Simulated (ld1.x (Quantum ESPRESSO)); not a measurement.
**u(r) = r·R(r): atom against pseudo-atom (promethium)**

Columns: radius, all-electron u(r) and pseudo u(r) of the 5d shell (level -13.58 eV) of promethium in the configuration [Kr] 4d10 4f5 5s2 5p6 5d0 6s0 6p0; BP86, scalar-relativistic, TM scheme, ld1.x (Quantum ESPRESSO) 7.5.

```
r (bohr)  all-electron  pseudo
   0.150        0.1881  0.0015
   0.300       -0.0496  0.0118
   0.450       -0.2696  0.0379
   0.600       -0.2661  0.0839
   0.750       -0.1272  0.1499
   0.900        0.0534  0.2322
   1.050        0.2265  0.3239
   1.200        0.3726  0.4165
   1.350        0.4868  0.5018
   1.500        0.5704  0.5732
   1.650        0.6274  0.6270
   1.800        0.6621  0.6621
   1.950        0.6789  0.6797
   2.100        0.6815  0.6826
   2.250        0.6730  0.6739
   2.400        0.6561  0.6566
   2.550        0.6328  0.6330
   2.700        0.6050  0.6050
   2.850        0.5740  0.5740
   3.000        0.5410  0.5410
   3.150        0.5071  0.5071
   3.300        0.4730  0.4730
   3.450        0.4393  0.4393
   3.600        0.4065  0.4065
   3.750        0.3751  0.3751
   3.900        0.3452  0.3452
```

**Question.** How many radial nodes do the two functions have?

**Answer.** The all-electron 5d function has n − l − 1 = 2; the pseudo-wave has 0, since the states of the same l below it are removed with the core.

**Question.** At about which radius was the pseudo-wave matched?

**Answer.** 3.00 bohr. The columns agree to 0.0005 from 2.40 bohr on; several derivatives are matched, so the curves merge somewhat inside the radius.

**Question.** Is the pseudo-wave norm-conserving?

**Answer.** Yes: the TM scheme keeps the norm inside the radius equal to the all-electron one, which fixes the energy derivative of the logarithmic derivative at the level.
